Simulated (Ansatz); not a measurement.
Basis-set extrapolation for C₂H₇BSi (PBE0-D4/def2-TZVP geometry, frozen core, Ansatz). Multiplicity 1, RHF reference.

|  | def2-TZVPP | def2-QZVPP |
| --- | --- | --- |
| HF | -393.396234 | -393.410258 |
| MP2 correlation | -0.588399 | -0.624858 |
| CCSD(T) correlation | -0.657637 | not run |

Energies in hartree. Use E(X) = E(∞) + A·exp(−7.88·√X) for Hartree–Fock and E(X) = E(∞) + B·X^(−2.97) for correlation, with X = 3 and 4, and add CCSD(T) minus MP2 of the smaller set to the MP2 limit.

Question: What is the CCSD(T) energy at the basis-set limit?

Answer: HF limit: -393.410258 + (-0.014024) × 0.13774 = -393.41219. MP2 limit: -0.624858 + (-0.036459) × 0.74074 = -0.65186. Higher-order term: -0.657637 − (-0.588399) = -0.06924. Total: -394.13329 hartree, 208.5 kJ/mol below CCSD(T)/def2-TZVPP.
